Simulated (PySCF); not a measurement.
Compound: C5H16N2Si2.
SMILES with atom numbers: `[NH2:1][Si@@H:2]([CH2:3][SiH3:4])[N:5]1[CH2:6][CH2:7][CH2:8][CH2:9]1`

Definitions: NICS(0) = −σiso at the ring centroid; NICS(1) = −σiso and NICS(1)zz = −σzz at ±1 Å along the ring normal z. Level: GIAO KT3/pcSseg-1 (PySCF, non-relativistic, gas phase) on the PBE0-D3(BJ)/def2-SVP geometry, one conformer.

Ring bond lengths (Å): N5–C6 1.450, C6–C7 1.539, C7–C8 1.544, C8–C9 1.541, C9–N5 1.448.

Q: Give the NICS values of each ring in ppm.

A: 
| ring | type | NICS(0) | NICS(1), two faces | NICS(1)zz, two faces | rms pucker (Å) | centre to ring atoms, mean (Å) |
| --- | --- | --- | --- | --- | --- | --- |
| N5–C6–C7–C8–C9 | 5-membered ring with N; formal bonds all single | -6.3 | -3.2 / -4.4 | -6.3 / -5.7 | 0.17 | 1.26 |

Q: What can be read from them?

A: 
- N5–C6–C7–C8–C9: mean NICS(1)zz -6.0 ppm, shielded. C6, C7, C8, C9 have four or more neighbours, so the value isn't read as a sign of a π ring current.

Q: At the first NICS(1) probe listed for ring N5–C6–C7–C8–C9, 1 Å off the ring, what do the in-plane components average?

A: The isotropic value is a third of the trace: (3 × -3.2 − (-6.3))/2 = -1.7 ppm.

Q: List the ring angles.

A: 
- N5–C6–C7–C8–C9: N5 105.5°, C6 105.0°, C7 104.3°, C8 104.4°, C9 105.1°; sum 524.3° against 540° for a flat convex ring.

Q: How do the values depend on the level or the medium?

A: 
```json
{"level": "KT3/pcSseg-1, gas", "NICS(0), N5–C6–C7–C8–C9": "-6.3", "mean NICS(1)zz, N5–C6–C7–C8–C9": "-6.0"}
{"level": "PBE0/pcSseg-1, gas", "NICS(0), N5–C6–C7–C8–C9": "-6.5", "mean NICS(1)zz, N5–C6–C7–C8–C9": "-5.8"}
{"level": "PBE0/pcSseg-1, IEF-PCM dichloromethane", "NICS(0), N5–C6–C7–C8–C9": "-6.5", "mean NICS(1)zz, N5–C6–C7–C8–C9": "-5.8"}
{"level": "PBE0/pcSseg-1, IEF-PCM tetrahydrofuran", "NICS(0), N5–C6–C7–C8–C9": "-6.5", "mean NICS(1)zz, N5–C6–C7–C8–C9": "-5.8"}
```

The geometry is the same throughout; the continuum's cavity takes Bondi-type radii × 1.2.
